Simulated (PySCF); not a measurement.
Isomers of C6H11NOSi, mass 141.061 u with the commonest isotopes. Computed with PBE0/pcSseg-1 in PySCF (dipole) on a GFN2-xTB geometry, gas phase. One conformer each, none proved a minimum here; rigid rotors.

Problem. Order these by rotational constant B, largest first.
A. `[CH2:1]=[C:2]1[SiH2:3][N:4]([CH3:5])[CH2:6][C@H:7]1[CH:8]=[O:9]` with C6–C7–C8–O9 -140°, C1–C2–Si3–N4 -176°, C2–Si3–N4–C5 173°, Si3–N4–C6–C7 -28°, N4–C6–C7–C8 -82°
B. `[SiH3:1][CH2:2][CH2:3][CH2:4][c:5]1[n:6][cH:7][cH:8][o:9]1` with Si1–C2–C3–C4 -179°, C2–C3–C4–C5 65°, C3–C4–C5–N6 -99°
C. `[CH3:1][CH2:2][CH2:3][c:4]1[cH:5][n:6][o:7][c:8]1[SiH3:9]` with C1–C2–C3–C4 -63°, C2–C3–C4–C5 106°
D. `[CH3:1][CH2:2]/[CH:3]=[CH:4]/[CH2:5][O:6][SiH2:7][C:8]#[N:9]` with C1–C2–C3–C4 -118°, C3–C4–C5–O6 3°, C4–C5–O6–Si7 -173°, C5–O6–Si7–C8 58°

Solution. C (1178 MHz), A (1146 MHz), B (641.8 MHz), D (492.5 MHz).

Problem. Order these by dipole moment, smallest first.
A. `[CH2:1]=[C:2]1[SiH2:3][N:4]([CH3:5])[CH2:6][C@H:7]1[CH:8]=[O:9]` with C6–C7–C8–O9 -140°, C1–C2–Si3–N4 -176°, C2–Si3–N4–C5 173°, Si3–N4–C6–C7 -28°, N4–C6–C7–C8 -82°
B. `[SiH3:1][CH2:2][CH2:3][CH2:4][c:5]1[n:6][cH:7][cH:8][o:9]1` with Si1–C2–C3–C4 -179°, C2–C3–C4–C5 65°, C3–C4–C5–N6 -99°
C. `[CH3:1][CH2:2]/[CH:3]=[CH:4]/[CH2:5][O:6][SiH2:7][C:8]#[N:9]` with C1–C2–C3–C4 -118°, C3–C4–C5–O6 3°, C4–C5–O6–Si7 -173°, C5–O6–Si7–C8 58°

Solution. B (1.30 D), A (3.11 D), C (3.37 D).

Problem. Order these by rotational constant A, largest first.
A. `[SiH3:1][CH2:2][CH2:3][CH2:4][c:5]1[n:6][cH:7][cH:8][o:9]1` with Si1–C2–C3–C4 -179°, C2–C3–C4–C5 65°, C3–C4–C5–N6 -99°
B. `[CH3:1][CH2:2][CH2:3][c:4]1[cH:5][n:6][o:7][c:8]1[SiH3:9]` with C1–C2–C3–C4 -63°, C2–C3–C4–C5 106°
C. `[CH2:1]=[C:2]1[SiH2:3][N:4]([CH3:5])[CH2:6][C@H:7]1[CH:8]=[O:9]` with C6–C7–C8–O9 -140°, C1–C2–Si3–N4 -176°, C2–Si3–N4–C5 173°, Si3–N4–C6–C7 -28°, N4–C6–C7–C8 -82°
D. `[CH3:1][CH2:2]/[CH:3]=[CH:4]/[CH2:5][O:6][SiH2:7][C:8]#[N:9]` with C1–C2–C3–C4 -118°, C3–C4–C5–O6 3°, C4–C5–O6–Si7 -173°, C5–O6–Si7–C8 58°

Solution. A (2954 MHz), D (2746 MHz), C (2056 MHz), B (1649 MHz).

```
                  SMILES  point group  Ia (u·Å²)  Ib (u·Å²)  Ic (u·Å²)      κ  μa (D)  μb (D)  μc (D)
        [SiH3]CCCc1ncco1           C1     171.11     787.46     832.91  -0.97    0.66    0.43    1.03
C=C1[SiH2]N(C)C[C@H]1C=O           C1     245.81     440.89     596.61  -0.51    2.94    0.45    0.90
      CC/C=C/CO[SiH2]C#N           C1     184.02    1026.20    1073.53  -0.98    2.05    2.63    0.49
        CCCc1cnoc1[SiH3]           C1     306.51     428.85     633.81  -0.10    2.30    2.22    1.01
```
